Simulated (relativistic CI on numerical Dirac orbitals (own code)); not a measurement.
Crystal-field levels of Au⁵⁺, 5d6

Calculated by Dirac-Coulomb-Breit CI, separate exchange-only KLI orbitals for each configuration, model QED (radiative potential, 1s self-energy scaled to tabulated hydrogen-like ionisation energies), valence Slater integrals scaled by 0.75, one configuration in a parametric crystal field (own radial code).

Field parameters in Wybourne normalisation: D4h B²₀ = −7Ds, B⁴₀ = 21(Dq − Dt), B⁴₄ = 21√(5/14) Dq; Oh B⁴₀ = 21Dq, B⁴₄ = √(5/14) B⁴₀. The field is a parameter set, without covalency.

S and J are read from ⟨S²⟩ = S(S + 1) and ⟨J²⟩ = J(J + 1) of each level; they are not fictitious spins.

Oh, 10Dq = 33100 cm⁻¹, the lowest 10 levels:

| E (cm⁻¹) | Degeneracy | Irrep | S | J |
| --- | --- | --- | --- | --- |
| 0.0 | 1 | A1 | 0.34 | 4.30 |
| 21138 | 2 | E | 1.12 | 4.08 |
| 22836 | 3 | T1 | 1.04 | 4.25 |
| 23020 | 3 | T2 | 1.07 | 3.65 |
| 31576 | 1 | A1 | 1.19 | 3.99 |
| 31909 | 3 | T1 | 1.08 | 3.64 |
| 34370 | 2 | E | 1.03 | 3.98 |
| 34835 | 3 | T2 | 1.43 | 3.86 |
| 37378 | 3 | T1 | 0.73 | 4.73 |
| 38059 | 1 | A2 | 0.99 | 4.18 |

D4h, 10Dq = 40650, Ds = 1010, Dt = 940 cm⁻¹, the lowest 16 levels:

```tsv
E (cm⁻¹)	Degeneracy	Irrep	S	J
0.0	1	A1	0.32	4.31
19204	1	B1	1.07	4.16
20939	1	B2	1.03	3.74
20989	2	E	0.99	4.17
26661	1	A1	1.14	4.01
27192	1	A2	1.16	3.92
28623	2	E	1.02	3.91
31067	1	A1	1.07	4.13
31337	1	A2	1.00	3.84
33170	2	E	1.08	3.74
34304	1	B1	1.01	3.98
35850	2	E	0.75	4.57
38901	1	A1	1.18	3.83
39133	2	E	1.32	3.75
39292	1	B2	1.56	3.86
42086	1	B1	1.00	4.13
```

D4h, 10Dq = 24200, Ds = -640, Dt = 150 cm⁻¹, the lowest 10 levels:

| E (cm⁻¹) | Degeneracy | Irrep | S | J |
| --- | --- | --- | --- | --- |
| 0.0 | 1 | A1 | 0.56 | 4.15 |
| 11170 | 1 | A1 | 1.28 | 3.95 |
| 11990 | 1 | A2 | 1.26 | 4.07 |
| 12499 | 1 | B1 | 1.25 | 3.95 |
| 13581 | 2 | E | 1.19 | 3.86 |
| 14042 | 2 | E | 1.24 | 3.76 |
| 14398 | 1 | B2 | 1.19 | 3.44 |
| 19918 | 1 | B2 | 1.83 | 3.81 |
| 20781 | 2 | E | 1.77 | 3.78 |
| 22309 | 1 | A1 | 1.44 | 3.95 |

Levels of this model without a field, named by their leading LS term (the scale mimics covalency, so terms lie below those of the real free ion): ⁵D4 0, ⁵D2 6152, ⁵D3 9556, ⁵D0 12155, ⁵D1 12858, ³H4 16494, ³G5 21571, ³H6 21690 cm⁻¹.
